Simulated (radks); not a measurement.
Task: Charge is removed step by step from the 5s1/2 level of Sm3+, starting from [Xe] 4f5. Calculated with a radial shooting solver on a logarithmic mesh with Libxc functionals: Dirac Kohn-Sham, PBE, spin-unpolarised, spherical densities, finite nucleus; open shells fill j = l - 1/2 first; Fermi nuclear charge, rms radius 5.0819 fm. At the starting occupation the eigenvalue is -70.927 eV. Estimate the energy to remove one whole electron from this level, the eigenvalue at the end, and how far E(n) bends from a straight line.

Result: Delta-SCF 78.230 eV; final eigenvalue -85.640 eV; the deviation from the straight line is -1.839 eV at 0.5 electron removed, the largest on the grid computed. Slater's transition state (half an electron removed) gives 78.203 eV. Integrating minus the eigenvalue over the occupation (Janak's theorem) gives 78.230 eV. The mean slope of the eigenvalue, de/dn, is 14.7 eV per electron.
